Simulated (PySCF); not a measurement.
Energy of Li²⁺ (lithium, charge +2) between two integer charges

The 1s alpha orbital of 1s1 is emptied in steps (occupation f), with all orbitals relaxed, ending at no electrons. Calculation: PySCF 2.14, in def2-SVP (3s2p, 9 functions); the non-relativistic Hamiltonian (point nucleus). The exact energy is a straight line in f; departures are measured from the line between the end points of the same method.

```csv
f,UHF (eV)
1,0.000
0.8,0.000
0.6,0.000
0.4,0.000
0.2,0.000
0,0.000
```

```tsv
method	E(f=0) − E(f=1) (eV)	−ε at f=1 (eV)	−ε at f=0.4 (eV)
UHF	121.04	121.04	121.04
```

Orbital energy along the path (eV):

```
  f      UHF
  1  -121.04
0.8  -121.04
0.6  -121.04
0.4  -121.04
0.2  -121.04
  0  -121.04
```

Reference removal energy between the ground levels: 122.45 eV (theoretical estimate listed by NIST; NIST Atomic Spectra Database, ionization energies). UHF lacks correlation.
